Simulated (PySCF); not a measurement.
# Bonding in (LiF)4 ring

(LiF)4 ring, Li4F4.
Geometry (PBE0-D3(BJ)/def2-SVP, Å), atoms numbered from 1 in this order:
```xyz
8
Li4F4 angstrom
Li    -1.3801   -0.1956   -1.6426
F     -0.2654    1.0105   -1.9767
Li     1.0091    1.5497   -1.0302
F      1.7753    1.2989    0.4398
Li     1.3827    0.1890    1.6326
F      0.2639   -1.0103    1.9771
Li    -1.0173   -1.5468    1.0385
F     -1.7681   -1.2953   -0.4387
```

Bond orders from the PBE0/pcSseg-1 density (PySCF). Geometry: PBE0-D3(BJ)/def2-SVP, one conformer, isolated molecule.

Q: Set the Mayer orders of the bonds beside their lengths.

A: 
| bond | length (Å) | Mayer order |
| --- | --- | --- |
| Li1–F2 | 1.676 | 0.306 |
| Li1–F8 | 1.676 | 0.306 |
| F2–Li3 | 1.677 | 0.309 |
| Li3–F4 | 1.677 | 0.308 |
| F4–Li5 | 1.676 | 0.307 |
| Li5–F6 | 1.676 | 0.307 |
| F6–Li7 | 1.676 | 0.308 |
| Li7–F8 | 1.676 | 0.308 |

Q: Sum the orders of all bonds at each heavy atom with more than one neighbour.

A: Li1 0.612, F2 0.615, Li3 0.617, F4 0.615, Li5 0.614, F6 0.615, Li7 0.616, F8 0.614. Orders between atoms that aren't bonded are not in these sums.

The Mayer order sums products of elements of PS (density times overlap matrix) between the two atoms' basis functions, so it depends on the basis set.
